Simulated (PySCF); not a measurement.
CH₅GaN (SMILES [CH3][Ga][NH2]), doublet, geometry from GFN2-xTB (such geometries of metal compounds can be far from the true shape) (the spin is typed, not shown lowest). Base run: PySCF with DF-PBE0/STO-3G.

The PySCF input:
```python
from pyscf import gto, scf, dft

mol = gto.Mole()
mol.atom = '''
    Ga    0.228562    0.181077    0.336952
    C    -0.653182    1.146628   -1.397479
    H    -1.719826    0.928237   -1.398145
    H    -0.188575    0.715344   -2.281931
    H    -0.492708    2.222605   -1.376019
    N    -0.033236   -1.703824    0.280737
    H    -0.967873   -2.073789    0.131070
    H     0.435315   -2.358791    0.899219
'''
mol.basis = 'sto-3g'
mol.charge = 0
mol.spin = 1
mol.verbose = 4
mol.build()

mf = dft.UKS(mol)
mf.xc = 'pbe0'
mf = mf.density_fit(auxbasis='def2-universal-jkfit')
mf.kernel()
```

The base run was repeated with changes; each row names its change, and settings that it needs were set with it.

| change | basis functions | E (Eh) | HOMO (eV) | dipole (D) | core-seconds (rough) |
|---|---|---|---|---|---|
| base | 33 | -1996.57748 | -3.44 | 2.53 | 10 |
| basis = pcseg-0 | 50 | -2017.67839 | -5.27 | 1.34 | 5 |
| basis = 6-31G | 55 | -2019.96431 | -5.21 | 1.15 | 5 |
| basis = def2-SV(P) | 70 | -2019.98830 | -5.33 | 1.06 | 10 |
| basis = cc-pVDZ | 80 | -2020.29466 | -5.31 | 0.94 | 7 |
| basis = 6-31G** | 85 | -2020.05211 | -5.30 | 0.99 | 10 |
| basis = aug-pcseg-1 | 127 | -2020.09675 | -5.50 | 0.72 | 10 |
| basis = aug-cc-pVDZ | 127 | -2020.30824 | -5.49 | 0.72 | 10 |
| basis = def2-TZVP | 140 | -2020.36659 | -5.43 | 0.83 | 20 |
| basis = pcseg-2 | 173 | -2020.40603 | -5.47 | 0.77 | 20 |
| basis = pc-2 | 173 | -2020.41229 | -5.47 | 0.77 | 30 |
| basis = def2-TZVPD | 173 | -2020.36859 | -5.48 | 0.72 | 20 |
| basis = def2-TZVPP | 180 | -2020.36956 | -5.44 | 0.78 | 20 |

Totals compare only among sets that treat the same electrons; sets with core potentials leave the core out.

Open shells are given as the SCF converged; they aren't shown to be the lowest states, and a large step between rows can be another state.
